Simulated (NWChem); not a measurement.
System: TiH$_{2}$I$_{2}$; SMILES [I][TiH2][I]

def2 effective core potentials on I; no spin-orbit coupling.

Question: Give the equilibrium geometry at PBE0/def2-SVP with def2 effective core potentials on I (NWChem) as a Z-matrix, with the point group.

Answer: point group C2v; any orientation.
```
Ti
H 1 1.6688
H 1 1.6688 2 107.93
I 1 2.5282 2 106.34 3 -113.77
I 1 2.5282 2 106.34 3 113.77
```
